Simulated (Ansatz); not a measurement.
Molecule: ethynylsilane, C2H4Si, net charge 0, singlet state. SMILES: C#C[SiH3]
Structure (B3LYP-D3(BJ)/def2-TZVP (Ansatz, an electronic-structure program) minimum search):
```xyz
7

C      1.2099     1.5570    -0.0201
C      0.4703     0.6052    -0.0078
Si    -0.6496    -0.8359     0.0108
H      1.8627     2.3970    -0.0310
H     -0.0274    -1.9295     0.7873
H     -0.8900    -1.2872    -1.3765
H     -1.9327    -0.4509     0.6366
```
Charge 0, spin multiplicity 1.

Property: vertical ionisation energy (to the doublet state of charge +1; each state is the SCF solution reached for its spin; the molecule has degenerate orbitals, so one determinant may break the symmetry), in eV. Valence correlation only, unless marked. Open shells are spin-unrestricted. Spin-orbit coupling is left out. No relativistic terms. Basis-set limits of correlation are two-point, X^-3; Hartree-Fock from the larger set.

| level | program | vertical ionisation energy (eV) |
|---|---|---|
| PBE/def2-TZVPD | Ansatz | 10.44 |
| BHLYP/def2-TZVPD | Ansatz | 10.53 |
| MP2/aug-cc-pV(Q+d)Z | Ansatz | 11.32 |
| RI-MP2/aug-cc-pV(T+d)Z | Ansatz | 11.26 |
| SCS-MP2/aug-cc-pV(D+d)Z | Ansatz | 11.03 |
| CCSD(T)/aug-cc-pV(D+d)Z | Ansatz | 10.85 |
| CCSD(T)/CBS(aug-cc-pV(T+d)Z,aug-cc-pV(Q+d)Z) | Ansatz | 11.04 |
